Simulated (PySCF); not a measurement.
**CeSF at several levels of theory**

Computed with PySCF 2.14.0 (density fitting, no spin-orbit coupling) at the geometry relaxed with PBE0:

```xyz
3
CeSF (singlet in the valence; each metal's 4f electrons, 1 of them, lie in its core potential, out of spins and levels)
Ce   -0.1998    0.0000   -0.4861
S     1.8096    0.0000    0.8499
F    -1.8905    0.0000    0.7561
```

```csv
level,basis,state,HOMO (eV),gap (eV),charge on Ce1 (e),population of f-type functions on Ce1 (polarisation alone where 4f lies in the core),dipole about the centre of mass (D),largest force component (eV/Å)
PBE0,"Ce lcecp-1-SVP with ECP47, S def2-SVP, F def2-SVP",singlet,-5.82,3.49,0.85,0.06,8.53,0.01
wB97X,the same,singlet,-7.86,7.21,0.88,0.07,9.26,0.27
PBE0,"Ce lcecp-1-TZVP with ECP47, S def2-TZVP, F def2-TZVP",singlet,-5.85,3.53,1.20,0.08,8.80,0.13
```

In the lcecp rows the 4f levels are missing from HOMO and gap, and the state counts the valence alone.

Charges are Mulliken's, which hang on the basis. The relaxation used the grid (50, 194), these runs (75, 302) or, all-electron (x2c bases, spin-free X2C Hamiltonian), (99, 590).

Task: What does B3LYP with Ce lcecp-1-SVP with ECP47, S def2-SVP, F def2-SVP give here?

Result: state singlet, HOMO (eV) -5.56, gap (eV) 2.95, charge on Ce1 (e) 0.79, population of f-type functions on Ce1 (polarisation alone where 4f lies in the core) 0.06, dipole about the centre of mass (D) 8.26, largest force component (eV/Å) 0.41. Time: 1.5 s on 2 threads of Arm Neoverse V2, with other jobs on the host, from an already converged density.

In the first row's basis the gap widens with exact exchange: 2.9 to 3.5 eV for B3LYP, PBE0 (a fixed share); 7.2 eV for wB97X (rising or full at long range).

An lcecp potential fixes the number of 4f electrons, so in runs with it no electron can move into or out of that shell.
